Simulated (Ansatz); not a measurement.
Forces on a displaced structure

AlBH₃Br (SMILES [BH2][AlH][Br]), singlet, at a frame of a short PBE0-D4/def2-SVP trajectory.

| atom | x (Å) | y (Å) | z (Å) |
| --- | --- | --- | --- |
| B1 | -0.7771 | 0.3130 | -0.9287 |
| Al2 | 0.5727 | -0.0633 | 0.6895 |
| Br3 | 1.2179 | -2.0916 | 1.4363 |
| H4 | -0.9213 | -0.5537 | -1.7420 |
| H5 | -1.3204 | 1.3865 | -1.0729 |
| H6 | 1.2892 | 1.0453 | 1.5181 |

Computed with Ansatz 0.2.0 (basis: def2-TZVPP); correlated methods freeze the cores. Filled d shells of the heavier atoms are correlated. The def2 sets are not built for correlating such inner shells, so the correlated values are less sure here.

CCSD(T) forces from the calculation:
```tsv
atom	Fx	Fy	Fz (eV/Å)
B1	0.108	0.027	-0.013
Al2	-0.005	0.202	0.111
Br3	-0.073	-0.298	-0.062
H4	-0.205	0.212	-0.108
H5	0.069	-0.443	-0.017
H6	0.106	0.299	0.089
```

Which atom feels the largest CCSD(T) force, and how large is it?

H5, 0.45 eV/Å, along (0.15, -0.99, -0.04).

Root-mean-square difference of the force components from those of CCSD(T): PBE-D4 0.102; r2SCAN-D4 0.026; PBE0-D4 0.035; wB97M-V 0.060 eV/Å.

The T1 diagnostic stays at or below 0.008.

For scale, one of the runs: CCSD(T)/def2-TZVPP forces, 163 basis functions, launched by `ansatz run in.yaml --threads 2 --pin off --events-out ev --progress --plain --max-ram 3481MiB`. Hardware: 2 CPU threads of an Arm Neoverse V2, shared host. Wall time 2.5 min; peak host memory 2 GiB.
